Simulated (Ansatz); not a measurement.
Ansatz (a first-principles code) input:

Ansatz 0.2 input:
```yaml
crystal:
  periodic: [false, false, false]
  atoms:
    - {symbol: Cr, position_ang: [-0.00000000, -0.00000000, -0.91763345]}
    - {symbol: Cl, position_ang: [0.00000000, 0.00000000, 1.29548252]}
basis:
  gaussian:
    orbitals: def2-TZVP
hamiltonian:
  xc: b3lyp
  dispersion: d3bj
magnetization: {spin_polarized: true, initial_magnetization: 5}
phonons: {temperatures: {t_min: 298.15, t_max: 298.15, t_step: 100}}
```

Question: What final total energy does it print?

Answer: -1504.75656 Eh (B3LYP-D3(BJ)/def2-TZVP). The basis has 82 functions.

The spin state was set by rule; other spins were not relaxed.
